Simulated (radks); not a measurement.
Results of a calculation; reference values are marked as such.
Problem. The thallium ion Tl+, [Hg]. Code: a radial shooting solver on a logarithmic mesh with Libxc functionals. Model: non-relativistic Kohn-Sham, PBE, spin-polarised, spherical densities, point nucleus. Every spin shell is full or empty, so the densities are truly spherical. Functionals are evaluated on that one density, not self-consistently. Rank these orbital-free kinetic functionals by their error against the exact value of the orbitals, and give that value: Thomas-Fermi, von Weizsacker, TF + vW, TF + vW/9, TF + vW/5, LC94, APBEK, revAPBEK, Thakkar, Pearson, PG1, DePristo-Kress, Ernzerhof.

Solution. Exact: 18960.9 hartree. From best to worst, with 100 (|E| - |E exact|)/|E exact| (equal figures are ties): LC94 +0.02, APBEK +0.05, revAPBEK +0.18, DePristo-Kress -0.20, Ernzerhof -0.47, TF + vW/9 -0.68, Thakkar -0.78, Pearson -0.83, TF + vW/5 +2.45, Thomas-Fermi -4.60, PG1 +12.34, TF + vW +30.66, von Weizsacker -64.75.
